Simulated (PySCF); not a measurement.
Substituent chemical shifts

Parent skeleton `[CH2:1]=[C:2]1[CH2:3][O:4][CH2:5][CH2:6][SiH2:7]1`; one hydrogen on atom 5 is replaced by X. Hydrogens on one atom are averaged.

Theory: geometry: GFN2-xTB, σ from GIAO-PBE0/pcSseg-1, in PySCF 2.14.0 with density-fitted response routines (no solvent, one computed conformer, non-relativistic).

δ = σ(ref) − σ, references computed at the same level: $^{13}$C and $^{29}$Si and $^{1}$H vs TMS; H2O for $^{17}$O.

Parent (X = H): C1 133.3, C2 150.2, C3 82.1, O4 59.3, C5 71.2, C6 13.1, Si7 -56.8, H(C1) 5.84, H(C3) 4.35 ppm. Effects are Δδ = δ(X) − δ(H), positive for deshielding.

Q: Give Δδ (ppm) for X = CH2OH, CH2F, COCH3, CN, F, CH2SiH3, CHO, N=CH2, CH2CN.

A: 
```
      X                        SMILES    C1    C2     C3     O4     C5    C6   Si7  H(C1)  H(C3)
  CH2OH      C=C1CO[C@@H](CO)C[SiH2]1  +0.6  -0.4   -0.5   +9.9  +11.6  +0.5  +1.6  +0.06  +0.12
   CH2F      C=C1CO[C@@H](CF)C[SiH2]1  +0.6  -0.2   +0.0   +6.8   +8.6  +3.1  +1.5  +0.05  +0.10
  COCH3  C=C1CO[C@@H](C(C)=O)C[SiH2]1  +0.8  -1.5   -1.0   +4.3  +15.6  +3.6  +1.8  +0.08  +0.18
     CN     C=C1CO[C@@H](C#N)C[SiH2]1  +1.7  -2.2   -6.1   +2.8   -6.5  +4.6  -2.9  +0.13  +0.31
      F       C=C1CO[C@@H](F)C[SiH2]1  +0.4  -1.7  -10.3  +39.1  +40.9  +5.9  -2.5  +0.08  +0.35
CH2SiH3  C=C1CO[C@H](C[SiH3])C[SiH2]1  +0.5  -1.1   -0.5  +29.6   +7.4  +8.9  +0.5  +0.06  +0.00
    CHO      C=C1CO[C@H](C=O)C[SiH2]1  +0.6  -0.3   -3.4   +2.6  +12.8  -3.5  -2.2  +0.03  +0.15
  N=CH2     C=N[C@@H]1C[SiH2]C(=C)CO1  +0.1  -0.8   -2.2  +16.5  +24.9  +7.9  +3.7  +0.05  +0.21
  CH2CN    C=C1CO[C@@H](CC#N)C[SiH2]1  +1.0  -1.5   -0.3  +18.7   +8.5  +4.4  +1.5  +0.08  +0.14
```

Q: Which position responds most, and to which substituents?

A: C5: from -6.5 ppm with CN to +40.9 ppm with F.

Experimental scales use liquid or dissolved standards, which lie at an offset from isolated H2O (liquid H2O: subtract about 36 ppm).
